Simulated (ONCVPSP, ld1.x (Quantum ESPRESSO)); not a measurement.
Potentials for P compared

Generated with ld1.x 7.5 (TM, RRKJ, ultrasoft, PAW), atompaw 4.2 or ONCVPSP 4.0.1. The cutoff is in Ry: for ld1.x and atompaw files where the sum of valence levels is converged to 10 mRy in a Bessel basis, for ONCV files where the hardest occupied wave has 1 mHa per electron of residual kinetic energy. The error is the largest all-electron minus pseudo excitation energy over each file’s own four to seven test configurations (ionisations up to +4, promotions, holes and added fractions of an electron), all of which were solved. The labels leave out finer settings (local radius, basis sizes, second energies), which also bear on the numbers. Spin-polarised tests are not counted. The rows are a selection from randomly drawn settings: files with unsolved tests, undetermined cutoffs or missed reference levels are left out.

| potential | cutoff (Ry) | largest error (meV) | bound ghosts |
| --- | --- | --- | --- |
| TM, PBE, fully relativistic, rc 1.20/2.00/1.85 (spd), local s, core correction yes, reference 3s2 3p3 | 50 | +78 | none |
| ultrasoft, LDA (PZ), scalar-relativistic, rc 0.80/0.80 (sp), local smoothed, core correction yes, reference 2s2 2p6 3s1.75 3p3.25 | 200 | -1506 | none |
| TM, PBE, non-relativistic, rc 1.20/1.55/1.25 (spd), local smoothed, core correction no, reference 3s2 3p3 | 50 | +273 | none |
| PAW, PBEsol, scalar-relativistic, rc 0.90/0.80 (sp), local smoothed, core correction yes, reference 2s2 2p6 3s2 3p3 | 200 | -9.3 | none |

(1) Fill in the row for P: TM semilocal, PBE, scalar-relativistic, rc 1.70/1.45/1.35 (spd), local d, core correction no, reference 3s1.75 3p3.25.

(2) Fill in the row for P: ONCV, LDA (Perdew-Wang 92), non-relativistic, rc 0.75/0.70 (sp), local smoothed, core correction no, reference 2s2 2p6 3s2 3p3, qcut 13.9/19.2, projectors 2/2.

Answers

(1) cutoff 35 Ry, largest error +195 meV, bound ghosts: none.

(2) cutoff 290 Ry, largest error +6.5 meV, bound ghosts: none.
